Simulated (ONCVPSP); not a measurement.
**titanium: one change to an ONCV potential, before and after**

```
Element                 : Ti
Generator               : ONCVPSP 4.0.1
Type                    : optimised norm-conserving Vanderbilt (ONCV)
Functional              : PBE
Relativity              : scalar-relativistic
Frozen core             : [Ar]
Valence charge          : 4
Reference configuration : 3d2 4s2
Partial waves           : 4s: rc 2.95 bohr, ncon 3, nbas 6, qcut 2.1 1/bohr, 2 projectors, debl 0.8 Ha; p scattering state at 0.2 Ha: rc 2.70 bohr, ncon 3, nbas 6, qcut 2.4 1/bohr, 3 projectors, debl 0.8 Ha; 3d: rc 1.35 bohr, ncon 4, nbas 9, qcut 12.9 1/bohr, 2 projectors, debl 1.8 Ha
Local potential         : polynomial inside 1.10 bohr (lpopt 5, dvloc0 2 Ha)
Core correction         : none
```

In the p channel the program set the typed energies aside and used 0.050, 0.850, 1.650 Ha.

All-electron outer shells of the reference configuration (PBE, scalar-relativistic, ld1.x):

| shell | level (eV) | outermost node (bohr) | outermost maximum (bohr) |
| --- | --- | --- | --- |
| 3p | -38.86 | 0.37 | 0.90 |
| 4s | -4.47 | 1.24 | 2.92 |
| 3d | -4.26 | – | 0.98 |

Change: s: qcut 2.6.

Cutoffs: the cutoffs (Ha) at which the residual kinetic energy of the hardest occupied pseudo-wave falls to 1 and 0.1 mHa per electron; they do not see the model core or the augmentation charge, which bear on the density cutoff. Errors are all-electron minus pseudo energies relative to the spin-unpolarised reference configuration.

Problem. How do hardness, ghosts and transferability respond?

Solution. The potential gets neither clearly harder nor softer (52 Ha and 62 Ha → 52 Ha and 62 Ha); both files keep a bound ghost (p, s); of the 4 tests that both files solve, the error grows in 3 and shrinks in 0 by more than 15 % and 0.3 meV (median size 111.6 → 136.1 meV).

```csv
quantity,base,changed
"cutoff, loose",52 Ha,52 Ha
"cutoff, tight",62 Ha,62 Ha
loose cutoff by channel,"s 2.4 Ha, d 52 Ha","s 2.4 Ha, d 52 Ha"
bound ghosts,"s, p","s, p"
GHOST(+) flags under 300 eV,"p at 56.6 eV, p at 218.3 eV","p at 56.6 eV, p at 218.3 eV"
"error for 3d2 4s1, meV [ΔE 7.35 eV]",+5.0,+6.8
"error for 3d2 4s0, meV [ΔE 20.92 eV]",+187,+204
"error for 3d1 4s0, meV [ΔE 47.87 eV]",+324,+419
"error for 3d3 4s0, meV [ΔE 7.39 eV]",-36,-68
s: phases at 3.00 bohr within 0.05 rad from the reference energy up to (Ha; the scan ends near 5),1.6,1.6
p: phases at 2.74 bohr within 0.05 rad from the reference energy up to (Ha; the scan ends near 5),2.0,2.0
d: phases at 1.37 bohr within 0.05 rad from the reference energy up to (Ha; the scan ends near 5),to the end of the scan,to the end of the scan
```

 A true bound ghost makes a file unfit for plane-wave use even where its test errors are small: the radial tests pick states by their node count and pass the ghost by.
